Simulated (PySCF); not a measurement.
NICS in one family of compounds.

NICS is the negative of the GIAO shielding at a point without a nucleus: at the ring centre (0) and 1 Å above and below it (1); zz is the component along the ring normal. Level: GIAO PBE0/pcSseg-1 (PySCF, non-relativistic, gas phase) on the GFN2-xTB geometries, one conformer each. Atom numbers follow the mapped SMILES.

Question: Order these rings by mean NICS(1)zz, lowest (most negative) first (ppm).
A. ring C3–C4–P6 in `[CH2:1]=[CH:2][C:3]1=[C:4]([CH3:5])[P:6]1[C:7]([F:8])([F:9])[F:10]`
B. ring C3–C4–P6 in `[CH2:1]=[CH:2][C:3]1=[C:4]([CH3:5])[P:6]1[CH2:7][SiH3:8]`
C. ring C3–C4–P6 in `[CH2:1]=[CH:2][C:3]1=[C:4]([CH3:5])[P:6]1[CH2:7][S:8][CH3:9]`

Answer: A (-21.4), C (-19.4), B (-17.3).

| SMILES | ring | NICS(0) | NICS(1) | NICS(1)zz | HOMA | rms pucker (Å) | ring atoms with four or more neighbours |
| --- | --- | --- | --- | --- | --- | --- | --- |
| C=CC1=C(C)P1C(F)(F)F | 3-membered ring with P; formal bonds 1 double, 2 single | -29.6 | -9.8 | -21.4 | -0.95 | 0.00 | 0 |
| C=CC1=C(C)P1CSC | 3-membered ring with P; formal bonds 1 double, 2 single | -29.0 | -9.5 | -19.4 | -1.00 | 0.00 | 0 |
| C=CC1=C(C)P1C[SiH3] | 3-membered ring with P; formal bonds 1 double, 2 single | -27.0 | -8.5 | -17.3 | -0.98 | 0.00 | 0 |

NICS(0) gives the same order. The isotropic NICS(1) gives the same order. HOMA uses Krygowski's 1993 parameters. NICS(1) and NICS(1)zz are means over the two faces.
